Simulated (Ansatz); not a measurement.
Two structures of GaH$_{4}$F, singlet, reached by relaxing down either side of one saddle point (PBE0-D4/def2-TZVP). Energies are electronic, without zero-point energy. Program: Ansatz 0.2.0. Basis: def2-TZVPP and def2-QZVPP. Cores are frozen in the correlated methods. Filled d shells of the heavier atoms are correlated. The def2 sets are not built for correlating such inner shells, so the correlated values are less sure here. Extrapolation: Hartree–Fock as exp(−7.88 √X), correlation as X^−2.97. First:

```
6
angstrom
Ga -0.5887 -0.5584 -0.0523
F -0.1034 -0.7119 1.6373
H 0.1597 -1.5218 -1.0186
H -1.7620 0.4362 -0.2889
H 1.2060 1.0978 0.2238
H 1.0885 1.2584 -0.5012
```

Second:

```
6
angstrom
Ga -0.3725 -0.1123 -0.6799
F 0.4330 -0.1450 1.5231
H 0.0027 -1.5865 -1.0545
H -1.8473 0.2999 -0.3493
H 1.0765 0.5182 1.4507
H 0.7077 1.0259 -0.8901
```

Question: Which bonds change from the first to the second?

Answer: GaH₂F ([F][GaH2]) + H₂ → GaH₃ + HF; bonds formed: Ga1–H6, F2–H5; bonds broken: Ga1–F2, H5–H6.

Question: Give the saddle point's structure and its height above each. (To be estimated.)

Answer: Computed: 108.7 kJ/mol above the first and 46.7 kJ/mol above the second (CCSD(T) at an estimated basis limit (MP2 extrapolated from triple and quadruple zeta, plus CCSD(T) − MP2 in triple zeta)).
```xyz
6
angstrom
Ga -0.4156 -0.2656 -0.3819
F 0.4074 -0.1426 1.4556
H 0.1128 -1.5520 -1.0693
H -1.8120 0.4088 -0.3382
H 0.8493 0.5910 0.6510
H 0.8582 0.9606 -0.3171
```

The T1 diagnostic stays at or below 0.014.

Labels in which every atom is bracketed show which atoms are joined, not bond orders.

For scale, one of the runs: CCSD(T)/def2-TZVPP, 135 basis functions, launched by `ansatz run in.yaml --threads 2 --pin off --events-out ev --progress --plain --max-ram 4352MiB`. The run took 14 s on 2 CPU threads of an Arm Neoverse V1 (shared host), with 0.72 GiB of host memory at its peak.
